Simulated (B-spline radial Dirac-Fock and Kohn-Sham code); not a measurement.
# Dipole and non-dipole photoemission parameters of Kr 3p3/2

System: neutral krypton, 1s2 2s2 2p6 3s2 3p6 3d10 4s2 4p6; threshold 214.4 eV (tabulated edge). Model: Dirac-Hartree-Slater photoionisation with a Latter tail; cross sections with all multipoles, angular parameters from the dipole term and its interference with E2. Program: an atomic code on a B-spline grid.

For linearly polarised light dσ/dΩ = σ/(4π) [1 + β P₂(cos θ) + (δ + γ cos²θ) sin θ cos φ], with θ from the polarisation vector and φ the angle between the beam and the projection of the electron momentum on the plane normal to the polarisation.

| hν (eV) | σ (kb) | β | γ | δ |
| --- | --- | --- | --- | --- |
| 265 | 470 | 0.123 | -0.079 | 0.090 |
| 300 | 481 | 0.639 | 0.111 | 0.071 |
| 434 | 392 | 1.305 | 0.168 | 0.014 |
| 517 | 323 | 1.442 | 0.086 | 0.005 |
| 560 | 292 | 1.487 | 0.052 | 0.003 |
| 600 | 265 | 1.520 | 0.027 | 0.002 |
| 714 | 204 | 1.577 | -0.015 | 0.001 |
| 804 | 168 | 1.603 | -0.026 | 0.001 |
| 1000 | 113 | 1.627 | -0.007 | 0.003 |
| 1310 | 65.9 | 1.627 | 0.074 | 0.006 |
| 1510 | 48.6 | 1.615 | 0.138 | 0.008 |
| 2370 | 17.0 | 1.542 | 0.413 | 0.017 |
| 3600 | 5.82 | 1.429 | 0.731 | 0.034 |
| 3780 | ? | ? | ? | ? |
| 3820 | 4.96 | 1.410 | 0.779 | 0.038 |
| 4000 | 4.37 | 1.394 | 0.816 | 0.041 |
| 5160 | 2.15 | 1.302 | 1.022 | 0.059 |
| 6040 | 1.36 | 1.240 | 1.148 | 0.074 |
| 6060 | 1.35 | 1.239 | 1.150 | 0.075 |
| 9010 | 0.408 | 1.065 | 1.453 | 0.125 |
| 9251.7 | 0.376 | 1.053 | 1.473 | 0.129 |
| 10400 | 0.260 | 0.998 | 1.556 | 0.149 |
| 12000 | 0.165 | 0.930 | 1.652 | 0.176 |
| 15000 | 0.0798 | 0.820 | 1.786 | 0.225 |

Question: Give the values at 3780 eV.

Answer: σ = 5.10 kb, β = 1.413, γ = 0.770, δ = 0.037.

Values without a named source are computed, but for edge energies of neutral atoms, which are taken from tables.
